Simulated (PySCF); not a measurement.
Si(SiH3)2 (H6Si3), SMILES [SiH3][Si][SiH3] (connectivity only; charge and spin as stated), neutral, multiplicity 1. Atoms are numbered in the order given.

```xyz
9

Si     0.0000     0.0000     1.2423
Si    -1.6970    -0.0082    -0.4468
H     -1.8483     1.4612    -0.7249
H     -1.3468    -0.6834    -1.7350
H     -3.0188    -0.5253     0.0191
Si     1.6970     0.0082    -0.4468
H      1.8483    -1.4612    -0.7249
H      1.3468     0.6834    -1.7350
H      3.0188     0.5253     0.0191
```

Coordinates come from a B3LYP-D3(BJ)/def2-SVP optimisation.

Computed with PySCF with B3LYP-D3(BJ)/def2-SVP.

Frequencies are harmonic and unscaled.

Q: Give all harmonic wavenumbers and intensities. (An estimate is asked for; the answer gives what the named calculation found.)

A: 
```json
[
 {"mode": "1", "ν (cm⁻¹)": "101", "IR (km/mol)": "0.2", "moving atoms (share of kinetic energy)": "H 91 %, Si 9 %"},
 {"mode": "2", "ν (cm⁻¹)": "113", "IR (km/mol)": "1.2", "moving atoms (share of kinetic energy)": "Si 61 %, H 39 %"},
 {"mode": "3", "ν (cm⁻¹)": "150", "IR (km/mol)": "0.0", "moving atoms (share of kinetic energy)": "H 80 %, Si 20 %"},
 {"mode": "4", "ν (cm⁻¹)": "293", "IR (km/mol)": "38.2", "moving atoms (share of kinetic energy)": "H 73 %, Si 27 %"},
 {"mode": "5", "ν (cm⁻¹)": "333", "IR (km/mol)": "5.0", "moving atoms (share of kinetic energy)": "H 55 %, Si 45 %"},
 {"mode": "6", "ν (cm⁻¹)": "417", "IR (km/mol)": "13.1", "moving atoms (share of kinetic energy)": "Si 73 %, H 27 %"},
 {"mode": "7", "ν (cm⁻¹)": "418", "IR (km/mol)": "2.9", "moving atoms (share of kinetic energy)": "Si 54 %, H 46 %"},
 {"mode": "8", "ν (cm⁻¹)": "490", "IR (km/mol)": "8.9", "moving atoms (share of kinetic energy)": "H 85 %, Si 15 %"},
 {"mode": "9", "ν (cm⁻¹)": "563", "IR (km/mol)": "0.8", "moving atoms (share of kinetic energy)": "H 79 %, Si 21 %"},
 {"mode": "10", "ν (cm⁻¹)": "845", "IR (km/mol)": "326.6", "moving atoms (share of kinetic energy)": "H 92 %, Si 8 %"},
 {"mode": "11", "ν (cm⁻¹)": "874", "IR (km/mol)": "138.0", "moving atoms (share of kinetic energy)": "H 92 %, Si 8 %"},
 {"mode": "12", "ν (cm⁻¹)": "909", "IR (km/mol)": "79.7", "moving atoms (share of kinetic energy)": "H 97 %"},
 {"mode": "13", "ν (cm⁻¹)": "920", "IR (km/mol)": "10.2", "moving atoms (share of kinetic energy)": "H 97 %"},
 {"mode": "14", "ν (cm⁻¹)": "952", "IR (km/mol)": "35.9", "moving atoms (share of kinetic energy)": "H 97 %"},
 {"mode": "15", "ν (cm⁻¹)": "955", "IR (km/mol)": "86.1", "moving atoms (share of kinetic energy)": "H 97 %"},
 {"mode": "16", "ν (cm⁻¹)": "2154", "IR (km/mol)": "89.3", "moving atoms (share of kinetic energy)": "H 98 %"},
 {"mode": "17", "ν (cm⁻¹)": "2155", "IR (km/mol)": "7.5", "moving atoms (share of kinetic energy)": "H 97 %"},
 {"mode": "18", "ν (cm⁻¹)": "2187", "IR (km/mol)": "66.3", "moving atoms (share of kinetic energy)": "H 97 %"},
 {"mode": "19", "ν (cm⁻¹)": "2191", "IR (km/mol)": "94.1", "moving atoms (share of kinetic energy)": "H 97 %"},
 {"mode": "20", "ν (cm⁻¹)": "2205", "IR (km/mol)": "214.5", "moving atoms (share of kinetic energy)": "H 96 %"},
 {"mode": "21", "ν (cm⁻¹)": "2208", "IR (km/mol)": "27.1", "moving atoms (share of kinetic energy)": "H 96 %"}
]
```
